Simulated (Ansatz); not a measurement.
Computed with Ansatz on PBE0-D4/def2-TZVP structures; ΔE is electronic, products minus reactants. CBS: MP2 limit from def2 TZ/QZ plus the TZ coupled-cluster correction, frozen cores. One conformer a species, not always the lowest.

`N=C([SiH3])[SiH3]` + `CC(F)[SiH3]` → `CC(F)[SiH2][SiH3]` + `N=C[SiH3]`  (formal exchange of groups at the Si–C bond)

`N=C([SiH3])[SiH3]`:

```xyz
11

N     0.104   -0.850    1.613
C     0.017   -0.281    0.471
Si    0.656    1.479    0.151
Si   -0.796   -1.297   -0.911
H     0.552   -0.244    2.309
H     1.228    1.982    1.430
H    -0.456    2.360   -0.297
H     1.699    1.466   -0.909
H     0.172   -1.440   -2.032
H    -1.202   -2.625   -0.396
H    -1.974   -0.549   -1.427
```

`CC(F)[SiH3]`:

Z-matrix (Å, degrees):
```
C
C 1 1.510
H 1 1.092 2 111.2
H 1 1.093 2 110.5 3 120.5
H 1 1.093 2 110.1 3 -120.0
F 2 1.402 1 108.9 3 -63.4
Si 2 1.902 1 114.3 3 57.2
H 2 1.097 1 109.8 3 -179.5
H 7 1.486 2 109.3 1 -57.0
H 7 1.488 2 108.7 1 62.3
H 7 1.484 2 110.1 1 -177.9
```

`CC(F)[SiH2][SiH3]`:

Cartesian coordinates in Å:
```
C 1.957 1.176 0.351
C 1.043 0.086 -0.150
F 1.373 -1.116 0.494
Si -0.815 0.413 0.142
Si -2.068 -1.492 -0.378
H 1.749 2.112 -0.174
H 1.816 1.346 1.421
H 3.003 0.911 0.177
H 1.213 -0.081 -1.221
H -1.220 1.555 -0.727
H -1.018 0.811 1.562
H -1.747 -1.942 -1.760
H -1.766 -2.595 0.571
H -3.522 -1.183 -0.308
```

`N=C[SiH3]`:

```xyz
8

N     1.171   -1.227    0.239
C     0.784   -0.055   -0.062
Si   -1.055    0.368   -0.001
H     2.187   -1.318    0.163
H     1.493    0.734   -0.362
H    -1.491    0.824   -1.349
H    -1.260    1.495    0.948
H    -1.829   -0.821    0.424
```

```csv
species,CCSD(T)/CBS(def2) energy (Eh)
`N=C([SiH3])[SiH3]`,-675.07419
`CC(F)[SiH3]`,-469.17172
`CC(F)[SiH2][SiH3]`,-759.45274
`N=C[SiH3]`,-384.79808
```

(1) Work out ΔE.

Largest T1 diagnostic among the species: 0.013.

## Answers

(1) ΔE = (-759.45274) + (-384.79808) − (-675.07419) − (-469.17172) = -0.00491 Eh = -12.9 kJ/mol.
